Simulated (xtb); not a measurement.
C2H3O2 (SMILES [CH2]OC=O), doublet, geometry from GFN2-xTB; GFN0-xTB run with xtb.

The xtb input:
```
$ xtb mol.xyz --gfn 0 --uhf 1 --json

# file mol.xyz
7

C     -0.87928138     0.00351010     0.01564063
O     -0.81883028    -1.01132689     0.65669977
O      0.17084863     0.70015067    -0.44659388
H     -1.80259150     0.51373746    -0.28852409
C      1.41484609     0.28028668    -0.20613446
H      1.57765462    -0.61886567     0.35962889
H      2.19540180     0.89175727    -0.60898889
```

What the program printed (banner, timings and long lists left out):

```
   ID    Z sym.   atoms
    1    6 C      1, 5
    2    8 O      2, 3
    3    1 H      4, 6, 7

           -------------------------------------------------
          |                Calculation Setup                |
           -------------------------------------------------

           -------------------------------------------------
          |                 G F N 0 - x T B                 |
           -------------------------------------------------

          ...................................................
          :                      SETUP                      :
          :.................................................:
          :  # basis functions                  22          :
          :  # atomic orbitals                  22          :
          :  # shells                           14          :
          :  # electrons                        23          :
          :  electronic temp.          300.0000000     K    :
          :  accuracy                    1.0000000          :
          :  -> integral cutoff          0.2500000E+02      :
          :  -> integral neglect         0.1000000E-07      :
          ...................................................

         :::::::::::::::::::::::::::::::::::::::::::::::::::::
         ::                     SUMMARY                     ::
         :::::::::::::::::::::::::::::::::::::::::::::::::::::
         :: total energy             -12.367625513082 Eh    ::
         :: gradient norm              0.046303331579 Eh/a0 ::
         :: HOMO-LUMO gap              2.663671509097 eV    ::
         ::.................................................::
         :: H0 energy                -12.395321932564 Eh    ::
         :: repulsion energy           0.118572106932 Eh    ::
         :: electrostat energy        -0.052950273724 Eh    ::
         :: -> Gsolv                   0.000000000000 Eh    ::
         ::    -> Gsasa                0.000000000000 Eh    ::
         ::    -> Gshift               0.000000000000 Eh    ::
         :: dispersion energy         -0.001176163621 Eh    ::
         :: short-range corr.         -0.036749250105 Eh    ::
         :: add. restraining           0.000000000000 Eh    ::
         :: total charge               0.000000000000 e     ::
         :::::::::::::::::::::::::::::::::::::::::::::::::::::

           -------------------------------------------------
          |                Property Printout                |
           -------------------------------------------------

    * Orbital Energies and Occupations

         #    Occupation            Energy/Eh            Energy/eV
      -------------------------------------------------------------
         1        2.0000           -0.6933232             -18.8663
         2        2.0000           -0.6835728             -18.6010
         3        2.0000           -0.6276106             -17.0782
         4        2.0000           -0.5897761             -16.0486
         5        2.0000           -0.5641919             -15.3524
         6        2.0000           -0.5234238             -14.2431
         7        2.0000           -0.5167922             -14.0626
         8        2.0000           -0.5139101             -13.9842
         9        2.0000           -0.4557219             -12.4008
        10        2.0000           -0.4504564             -12.2575
        11        2.0000           -0.4132656             -11.2455
        12        1.0000           -0.3312327              -9.0133 (HOMO)
        13                         -0.2333446              -6.3496 (LUMO)
        14                         -0.1310540              -3.5662
        15                         -0.1056608              -2.8752
        16                         -0.0915658              -2.4916
        17                         -0.0245420              -0.6678
        18                          0.1271909               3.4610
        19                          0.2258178               6.1448
        20                          0.2413989               6.5688
        21                          0.3990809              10.8595
        22                          0.4638776              12.6228
      -------------------------------------------------------------
                  HL-Gap            0.0978881 Eh            2.6637 eV
             Fermi-level            0.0000000 Eh            0.0000 eV

     #   Z          covCN         q      C6AA      α(0)
     1   6 C        2.676     0.550    19.088     7.126
     2   8 O        0.856    -0.518    24.116     6.589
     3   8 O        1.708    -0.345    19.645     5.997
     4   1 H        0.924     0.044     2.393     2.419
     5   6 C        2.750    -0.061    31.142     9.109
     6   1 H        0.926     0.178     1.219     1.726
     7   1 H        0.927     0.152     1.375     1.834

 Mol. C6AA /au·bohr⁶  :        530.265215
 Mol. C8AA /au·bohr⁸  :      11744.189275
 Mol. α(0) /au        :         34.800492

Wiberg/Mayer (AO) data.
largest (>0.10) Wiberg bond orders for each atom

 ---------------------------------------------------------------------------
     #   Z sym  total        # sym  WBO       # sym  WBO       # sym  WBO
 ---------------------------------------------------------------------------
     1   6 C    3.909 --     2 O    1.682     3 O    1.189     4 H    0.938
     2   8 O    1.982 --     1 C    1.682     3 O    0.164
     3   8 O    2.757 --     5 C    1.371     1 C    1.189     2 O    0.164
     4   1 H    1.007 --     1 C    0.938
     5   6 C    3.523 --     3 O    1.371     7 H    0.985     6 H    0.979
     6   1 H    0.999 --     5 C    0.979
     7   1 H    1.005 --     5 C    0.985
 ---------------------------------------------------------------------------

Topologies differ in total number of bonds
Writing topology from bond orders to xtbtopo.mol

 dipole moment from electron density (au)
     X       Y       Z
   0.0838   1.1539  -0.7320  total (Debye):    3.480

           -------------------------------------------------
          | TOTAL ENERGY              -12.367625513082 Eh   |
          | GRADIENT NORM               0.046303331579 Eh/α |
          | HOMO-LUMO GAP               2.663671509097 eV   |
           -------------------------------------------------

normal termination of xtb
```
